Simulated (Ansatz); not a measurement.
The cluster Li4O2. Charge 0, multiplicity 1. Geometry r2SCAN-D4/def2-TZVP.

```xyz
6

Li    0.623   -0.962    0.483
Li    1.575    1.376   -1.176
Li   -1.122    0.526   -0.111
Li   -2.158   -1.886    1.612
O     0.668    0.881    0.243
O     0.414    0.066   -1.051
```

The structure holds 1 bond(s) between oxygen atoms. The restricted singlet is unstable towards broken spin symmetry in Hartree–Fock (as tested in another run); at HF/def2-TZVP, PBE-D4/def2-TZVP, r2SCAN-D4/def2-TZVP, B97M-V/def2-TZVP and others this wasn't settled. Another isomer (singlet) lies 3.45 eV lower at PBE0-D4/def2-TZVP; other spin states weren't run for this one.

(1) Estimate the orbital energies around the gap (eV) in Ansatz with HF/def2-TZVP, PBE-D4/def2-TZVP, r2SCAN-D4/def2-TZVP, B97M-V/def2-TZVP, PBE0-D4/def2-TZVP.

## Answers

(1) 
```
orbital  HF/def2-TZVP  PBE-D4/def2-TZVP  r2SCAN-D4/def2-TZVP  B97M-V/def2-TZVP  PBE0-D4/def2-TZVP
 HOMO−9        -65.29            -49.41               -50.97            -52.43             -53.49
 HOMO−8        -65.25            -49.36               -50.92            -52.39             -53.44
 HOMO−7        -36.09            -24.62               -25.87            -26.55             -27.70
 HOMO−6        -29.17            -18.79               -19.91            -20.75             -21.57
 HOMO−5        -15.34             -9.15                -9.34             -9.23             -10.42
 HOMO−4        -15.02             -8.54                -8.89             -9.02             -10.33
 HOMO−3        -13.15             -8.30                -8.66             -8.76             -10.13
 HOMO−2        -11.39             -5.43                -5.66             -5.84              -7.04
 HOMO−1        -10.87             -4.84                -5.10             -5.25              -6.48
   HOMO         -4.13             -2.59                -2.56             -2.45              -3.10
   LUMO          0.16             -1.59                -0.94             -1.48              -1.03
 LUMO+1          0.99             -1.15                -0.89             -1.27              -0.64
 LUMO+2          1.55             -0.93                -0.55             -0.90              -0.22
 LUMO+3          2.44             -0.77                -0.48             -0.74               0.10
 LUMO+4          2.56             -0.12                 0.14             -0.08               0.64
 LUMO+5          2.62              0.04                 0.53             -0.03               0.78
```
